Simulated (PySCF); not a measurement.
```xyz
4
charge 0 multiplicity 1, angstrom
Mo    0.0000    0.1772    0.0000
O     0.0000   -0.3627    1.6039
O     1.3890   -0.3627   -0.8020
O    -1.3890   -0.3627   -0.8020
```

Method: PySCF, PBE0, basis Mo def2-TZVP with ECP28, O def2-TZVP (scalar-relativistic core potentials, no spin–orbit coupling, density fitting).

This geometry of MoO₃ is a stationary point at this level.

Q: What is the point group?

A: C3v.

Q: Is it a minimum?

A: Yes: all harmonic wavenumbers are real.

Q: List the harmonic modes with their infrared intensities.

A: 
| symmetry | ω (cm⁻¹) | IR (km/mol, summed over degenerate members) |
| --- | --- | --- |
| a1 | 258 | 49.8 |
| e | 346 | 2.2 |
| e | 1000 | 516 |
| a1 | 1046 | 5.0 |

Q: Give the ideal-gas entropy at 298.15 K and 1 bar by parts.

A: translation 171.0, rotation 94.9, vibration 18.0, spin 0.0; total 283.9 J/(mol K).

In C3v the vibrations span 2a1 + 2e.

Only a few start shapes were tried, so a lower isomer may exist.
